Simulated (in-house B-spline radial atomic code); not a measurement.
A fraction x of an electron is removed from 5p in Er2+, starting from [Xe] 4f12 and keeping the highest spin. All numbers are computed (scalar-relativistic (X2C) BLYP, spin-polarised, spherical fractional occupations; Fermi nucleus of rms radius 5.2516 fm) with a B-spline radial code for spherical atoms, not measured.

```json
{"x": "0", "E(x) - E(0) (eV)": "0.0000", "5p down level (eV)": "-40.348"}
{"x": "0.03", "E(x) - E(0) (eV)": "1.2161", "5p down level (eV)": "-40.728"}
{"x": "0.19", "E(x) - E(0) (eV)": "?", "5p down level (eV)": "?"}
{"x": "0.33", "E(x) - E(0) (eV)": "14.0102", "5p down level (eV)": "-44.579"}
{"x": "0.45", "E(x) - E(0) (eV)": "19.4532", "5p down level (eV)": "-46.140"}
{"x": "0.5", "E(x) - E(0) (eV)": "?", "5p down level (eV)": "?"}
{"x": "0.61", "E(x) - E(0) (eV)": "27.0034", "5p down level (eV)": "-48.240"}
{"x": "0.72", "E(x) - E(0) (eV)": "32.3898", "5p down level (eV)": "-49.695"}
{"x": "0.84", "E(x) - E(0) (eV)": "38.4489", "5p down level (eV)": "-51.293"}
{"x": "0.88", "E(x) - E(0) (eV)": "40.5113", "5p down level (eV)": "-51.827"}
{"x": "1", "E(x) - E(0) (eV)": "46.8271", "5p down level (eV)": "-53.438"}
```

Q: What belongs in the row x = 0.19?

A: An energy change of 7.8958 eV; 5p down at -42.772 eV.

Q: What belongs in the row x = 0.5?

A: An energy change of 21.7765 eV; 5p down at -46.794 eV.

Q: Check Janak's theorem between x = 0.33 and 0.45.

A: The slope of the energy is 45.36 eV; the orbital levels give 45.36 eV (-ε of the emptying orbital, averaged over the two points).
